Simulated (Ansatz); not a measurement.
H$_{4}$BrClGeN$_{2}$ (SMILES [NH2][Ge]([NH2])([Cl])[Br]), singlet, at a GFN2-xTB geometry; Ansatz (a first-principles code) with PBE/def2-TZVPD.

Ansatz was given this input:
Ansatz 0.2 input:
```yaml
crystal:
  periodic: [false, false, false]
  atoms:
    - {symbol: N, position_ang: [-1.55068377, -1.49041043, -0.34250351]}
    - {symbol: Ge, position_ang: [-0.09977064, -0.55196038, 0.18843234]}
    - {symbol: N, position_ang: [1.33229952, -1.63175282, -0.05899181]}
    - {symbol: Cl, position_ang: [-0.45501562, 0.07613731, 2.18485913]}
    - {symbol: Br, position_ang: [0.36953660, 1.28387152, -1.12656865]}
    - {symbol: H, position_ang: [-1.55307824, -1.82755053, -1.29423500]}
    - {symbol: H, position_ang: [-2.46138226, -1.11782935, -0.11739148]}
    - {symbol: H, position_ang: [1.28580386, -2.53059040, 0.39749966]}
    - {symbol: H, position_ang: [2.25149100, -1.23599218, 0.08205661]}
basis:
  gaussian:
    orbitals: def2-TZVPD
hamiltonian:
  xc: pbe
```

**Question.** Predict the main parts of the log of this Ansatz run.

**Answer.** 
```
Functional definition: PBE
1635 factors; their error is unknown
mean field evaluation 1: about -142091.5566 eV, gradient 1.0e2 eV
mean field evaluation 2: about -141990.5112 eV, gradient 2.0e2 eV
mean field evaluation 4: about -142109.1960 eV, gradient 2.1e1 eV
mean field evaluation 8: about -142110.0214 eV, gradient 2.7e-1 eV
mean field evaluation 16: about -142110.0046 eV, gradient 8.8e-4 eV
mean field -142110.00459442 eV, -5222.4463432241 hartree, gradient 4.5e-5 eV, S^2 0.000000; 0 other end points of the search recorded, 0 dependent functions left out
reference -142110.00466254 eV, -5222.4463457275 hartree; 51, 51 occupied and 216, 216 virtual orbitals, 1635 factors
Total energy: -142110.00466254 eV, -5222.4463457275 hartree
```
